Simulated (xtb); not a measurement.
Br$_{5}$Ta, singlet, at a GFN2-xTB geometry (such geometries of metal compounds can be far from the true shape). Base run: GFN0-xTB (xtb).

Input for xtb:
```
$ xtb mol.xyz --gfn 0 --json

# file mol.xyz
6

Ta     0.00000000    -0.00000000    -0.00000000
Br     1.78704776    -0.53182548     1.65658392
Br    -1.78704776     0.53182548    -1.65658392
Br     0.39949479     2.38404800     0.33441180
Br     1.23333407    -1.21431136    -1.72030440
Br    -1.63282886    -1.16973665     1.38589260
```

Variants of this job, named by their change:

```csv
change,ΔE vs base (kcal/mol),HOMO-LUMO gap (eV)
base,0.000,4.14
acc = 1000,0.000,4.14
etemp = 10,0.000,4.14
acc = 30,0.000,4.14
etemp = 3000,-0.027,4.14
acc = 0.0001,0.000,4.14
```
